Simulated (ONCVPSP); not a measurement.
## Ca (Z = 20), ONCV: configuration errors across variants

```
Element                 : Ca
Generator               : ONCVPSP 4.0.1
Type                    : optimised norm-conserving Vanderbilt (ONCV)
Functional              : PBEsol
Relativity              : scalar-relativistic
Frozen core             : [Ne]
Valence charge          : 10
Reference configuration : 3s2 3p6 4s2
Partial waves           : 3s+4s: rc 2.00 bohr, ncon 4, nbas 7, qcut 6.7 1/bohr, 2 projectors; 3p: rc 2.00 bohr, ncon 4, nbas 9, qcut 5.6 1/bohr, 1 projector; d scattering state at 0.03 Ha: rc 1.55 bohr, ncon 4, nbas 9, qcut 5.6 1/bohr, 1 projector
Local potential         : polynomial inside 1.15 bohr (lpopt 5, dvloc0 0 Ha)
Core correction         : none
```

In the d channel the program set the typed energies aside and used 0.050 Ha.

All-electron excitation energies from the reference (eV): (1) 3s2 3p6 4s1 6.305; (2) 3s2 3p6 4s0 17.987; (3) 3s2 3p6 4s1.5 2.504.

1 further variants failed, have other tests or another functional or relativity, and are left out.

Errors AE − PS in meV (a dash: test not solved or not reliable):

```csv
change,(1),(2),(3),bound ghosts,GHOST(+) flags above zero
base,-0.4,-2.0,-0.1,none,none
"local potential polynomial inside 1.15 bohr (lpopt 5, dvloc0 3 Ha)",-0.4,-2.1,-0.1,none,none
"local potential polynomial inside 1.20 bohr (lpopt 4, dvloc0 -1 Ha)",-0.4,-2.0,-0.1,none,none
"core correction Teter function, fcfact 5.5, rcfact 1.7",-0.5,-2.8,-0.1,none,none
"all radii scaled by about 1.18 (s 2.36, p 2.36, d 1.82 bohr); local potential polynomial inside 1.36 bohr (lpopt 5, dvloc0 0 Ha)",-0.6,-4.4,-0.1,none,none
p: rc 2.5,-0.7,-5.6,-0.1,none,none
```

Give the same row for: s: qcut 8.5.

-0.3, -1.4, -0.1; bound ghosts: none; GHOST(+) flags above zero: none.
